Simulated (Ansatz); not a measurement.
MgAg₆⁺, 7 atoms. Hardware: 4 threads of Arm Neoverse V1 on a shared host.

In the def2 sets Ag takes a core potential; there is no spin–orbit coupling. Correlated methods freeze 1 core orbital; core or outer-core shells of Mg, Ag are correlated, in sets that lack core-valence functions.

Question: How many basis functions does each of these Ansatz runs have, and roughly what does it cost? PBE-D4/def2-TZVP, charge 1 doublet, energy and forces, from earlier orbitals; RPA@PBE/def2-TZVP, charge 1 doublet, energy, from earlier orbitals; PBE-D4/def2-SVP, charge 1 doublet, energy, from earlier orbitals; PBE0-D4/def2-SVP, charge 1 doublet, energy, from earlier orbitals; r2SCAN-D4/def2-TZVP, charge 1 doublet, energy, from earlier orbitals; PBE-D4/def2-SVP, charge 1 doublet, energy with a search over starts; MP2/def2-TZVP, charge 1 doublet, energy, from earlier orbitals; B97M-V/def2-TZVP, charge 1 doublet, energy, from earlier orbitals; LC-ωPBE/def2-TZVP, charge 1 doublet, energy, from earlier orbitals; PBE0-D4/def2-TZVP, charge 1 doublet, energy, from earlier orbitals; PBE-D4/def2-SVP, charge 1 doublet, relaxation, 36 steps; BHLYP-D4/def2-TZVP, charge 1 doublet, energy, from earlier orbitals.

Answer: Other jobs shared the machine, so times can vary by a factor of up to 3. A dash marks memory too small to be measured apart from the calling script's.

| run | functions | fitting or Cholesky vectors | wall time | peak host memory (GiB) |
| --- | --- | --- | --- | --- |
| PBE-D4/def2-SVP, charge 1 doublet, energy, from earlier orbitals | 204 | 1871 | 12 s | – |
| PBE-D4/def2-TZVP, charge 1 doublet, energy and forces, from earlier orbitals | 272 | 2406 | 17 s | 0.76 |
| PBE0-D4/def2-SVP, charge 1 doublet, energy, from earlier orbitals | 204 | 2112 | 22 s | 1.2 |
| PBE-D4/def2-SVP, charge 1 doublet, energy with a search over starts | 204 | 1871 | 27 s | 0.57 |
| PBE0-D4/def2-TZVP, charge 1 doublet, energy, from earlier orbitals | 272 | 2620 | 28 s | 1.8 |
| BHLYP-D4/def2-TZVP, charge 1 doublet, energy, from earlier orbitals | 272 | 2620 | 29 s | 1.8 |
| LC-ωPBE/def2-TZVP, charge 1 doublet, energy, from earlier orbitals | 272 | 2406 | 34 s | 1.4 |
| r2SCAN-D4/def2-TZVP, charge 1 doublet, energy, from earlier orbitals | 272 | 2406 | 38 s | 0.96 |
| MP2/def2-TZVP, charge 1 doublet, energy, from earlier orbitals | 272 | 2620 | 47 s | 1.8 |
| RPA@PBE/def2-TZVP, charge 1 doublet, energy, from earlier orbitals | 272 | 2620 | 51 s | 1.8 |
| B97M-V/def2-TZVP, charge 1 doublet, energy, from earlier orbitals | 272 | 2406 | 61 s | 1.4 |
| PBE-D4/def2-SVP, charge 1 doublet, relaxation, 36 steps | 204 | 1871 | 4.5 min | – |
